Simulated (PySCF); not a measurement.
Positional isomers: styrene fluoro+silyl. All species are isolated molecules in the gas phase. One relaxed conformer stands for each flexible species; it need not be the lowest. Strings in code marks are SMILES.

The HOMO–LUMO gap from two functionals at the same geometries (PBE0-D3(BJ)/def2-SVP), both in PySCF: PBE-D3(BJ)/def2-TZVP and ωB97X-D3(BJ)/def2-TZVP. 

```
species                                          PBE-D3(BJ)/def2-TZVP (eV)  ωB97X-D3(BJ)/def2-TZVP (eV)
-----------------------------------------------  -------------------------  ---------------------------
`C=Cc1cc(F)cc([SiH3])c1` (C–C–C–C torsion 1°)                         3.55                         9.40
`C=Cc1ccc(F)c([SiH3])c1` (C–C–C–C torsion 1°)                         3.54                         9.41
`c1(ccc(C=C)cc1F)[SiH3]` (C–C–C–C torsion 179°)                       3.51                         9.32
`C=Cc1ccc([SiH3])cc1F` (C–C–C–C torsion 0°)                           3.44                         9.24
```

Over these rows, drawn at random from the members with no instability flagged (it was tested for open shells, ions and some series alone), PBE minus ωB97X-D3(BJ): mean -5.83 eV, from -5.87 eV to -5.80 eV.
